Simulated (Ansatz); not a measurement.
Consider the ligand exchange at a Zr–Se bond: `[OH][Zr]([OH])([OH])[SeH]` + HI → `[OH][Zr]([OH])([OH])[I]` + H₂Se.

Program: Ansatz. Geometries: PBE0-D4/def2-TZVP. ΔE: electronic, gas phase. CCSD(T)/CBS is the MP2 limit (def2-TZVPP, def2-QZVPP) plus CCSD(T) − MP2 in def2-TZVPP, frozen cores. DFT in def2-TZVPP. Elements past krypton have def2 core potentials. For I, Se, Zr outer-core shells are correlated without core-valence functions, which leaves a few kJ/mol of doubt a bond. Scalar relativity is left out up to krypton. Each species was taken in one conformer, which may not be the lowest.

```json
{"level": "B97M-V", "ΔE (kJ/mol)": "-55.0"}
{"level": "BLYP", "ΔE (kJ/mol)": "-52.3"}
```

What does CCSD(T)/CBS give? (Best estimate.)

Computed: -55.8 kJ/mol. The listed levels differ from it by 0.8, 3.5 kJ/mol.

What do rigid-rotor, harmonic-oscillator terms from PBE0-D4/def2-TZVP frequencies (298.15 K, 1 bar) make of the CCSD(T)/CBS value? (An estimate is asked.)

The calculation gave: ΔZPE = +4.0 kJ/mol, ΔH = -53.2 kJ/mol, ΔS = -12 J/(mol·K), ΔG = -49.6 kJ/mol.

Largest T1 diagnostic among the species: 0.015.

Leaving LDA and LC-ωPBE aside and taking each functional with its dispersion term where it has one, the values, not all of them listed here, spread over 8.2 kJ/mol, from BHLYP-D4 to BLYP-D4. From PBE to PBE0 (25 % exact exchange), in def2-TZVPP and without D4, ΔE moves by −3.5 kJ/mol. In def2-TZVPP, CCSD(T) changes the Hartree–Fock value by +10.9 kJ/mol (the triples alone add +0.6 kJ/mol) and MP2 by +6.0 kJ/mol.

CCSD(T)/CBS has its own doubt, a few kJ/mol and more with outer-core shells, so smaller differences from it don't rank the levels.
